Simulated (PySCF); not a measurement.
Compound: BCl2H5SeSi2.
SMILES with atom numbers: `[SiH3:1][Se:2][SiH2:3][B:4]([Cl:5])[Cl:6]` (hydrogens: H7, H8, H9 on Si1; H10, H11 on Si3)

Computed with PySCF at CAM-B3LYP/def2-SVPD, non-relativistic, on one gas-phase PBE0-D3(BJ)/def2-SVP geometry that isn't relaxed in the solvent. The solvent is an IEF-PCM continuum (Bondi radii, 1.10 Å for H, scaled by 1.2), and excitations are vertical TDDFT with non-equilibrium linear response and a frozen core. Specific hydrogen bonds and non-electrostatic terms are outside this model. Spin–orbit coupling is left out although an atom past zinc is present.

Gas-phase singlets (H = HOMO, L = LUMO):

```csv
state,E (eV),λ (nm),f,leading configurations
S1,3.992,311,0.040,H→L 92%
S2,5.050,245,0.009,"H-1→L 67%, H-2→L 16%"
S3,5.487,226,0.007,"H→L+1 77%, H→L+2 10%"
S4,5.631,220,0.000,"H-4→L 68%, H-3→L 15%, H-2→L 10%"
S5,5.841,212,0.010,"H→L+2 38%, H→L+3 22%, H→L+1 13%"
```

Task: What are the lowest 5 singlets in dimethylsulfoxide (ε = 46.83)?

Result: 
```csv
state,E (eV),λ (nm),f,leading configurations,change by rank (eV)
S1,4.064,305,0.055,H→L 90%,+0.072
S2,5.107,243,0.013,"H-1→L 67%, H-2→L 13%",+0.057
S3,5.561,223,0.011,H→L+1 78%,+0.074
S4,5.697,218,0.000,"H-4→L 74%, H-2→L 12%",+0.066
S5,5.928,209,0.020,"H→L+2 34%, H→L+3 24%, H-1→L 12%",+0.087
```

Task: The ground-state energy changes by -0.069 eV from gas to dimethylsulfoxide. By how much does the total energy of gas-phase S1 change?

Result: E(S1) = E(S0) + excitation energy, so it changes by -0.069 + 0.072 = +0.003 eV: it isn't lowered at all, while the ground state is. This is the vertical state, with the slow part of the continuum still set for S0.

Task: How do the frontier levels move from gas to dimethylsulfoxide?

Result: 
```csv
orbital,gas (eV),solvent (eV),change (eV)
LUMO+2,0.60,0.74,+0.14
LUMO+1,0.47,0.59,+0.12
LUMO,-1.32,-1.17,+0.15
HOMO,-8.26,-8.23,+0.03
HOMO-1,-9.70,-9.62,+0.08
HOMO-2,-10.38,-10.28,+0.10
HOMO-3,-10.64,-10.51,+0.13
```

The HOMO–LUMO gap goes from 6.94 to 7.06 eV.

Time: 36 s; peak memory 1.1 GiB. Hardware: one thread, Arm Neoverse V1 (aarch64), no GPU, on a shared host. This is the whole response run at CAM-B3LYP/def2-SVPD in dimethylsulfoxide, SCF included.

The values belong to the conformer `[SiH3:1][Se:2][SiH2:3][B:4]([Cl:5])[Cl:6]`: Si1–Se2–Si3–B4 72°, Se2–Si3–B4–Cl5 98°.
